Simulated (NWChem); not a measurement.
System: SeCl₃ cation; SMILES Cl[Se+](Cl)Cl

NWChem input:

```
start job
memory heap 200 mb stack 900 mb global 1100 mb
charge 1
geometry units angstroms
  Se    -0.176447     0.185806     0.466454
  Cl    -1.463424    -1.161967    -0.541530
  Cl     0.209955     1.640345    -1.024803
  Cl     1.646442    -0.892212     0.527462
end
basis spherical
  * library 6-31g*
end
dft
  xc b3lyp
  iterations 150
end
driver
  maxiter 120
end
task dft optimize
task dft freq
```

This build's default masses of Se (78.918 u) and Br (79.917 u) are each other's, which moves their modes by up to 0.6 %.

The level has its own optimisation; frequencies are unscaled.

Q: Give the results of this calculation. (B3LYP/6-31G* (spherical d).) Quantities: r Cl–Se (Å); highest harmonic frequency (cm⁻¹); lowest (cm⁻¹); zero-point energy (kcal/mol).

A: r Cl–Se (Å): 2.145
highest harmonic frequency (cm⁻¹): 424
lowest (cm⁻¹): 155
zero-point energy (kcal/mol): 2.5
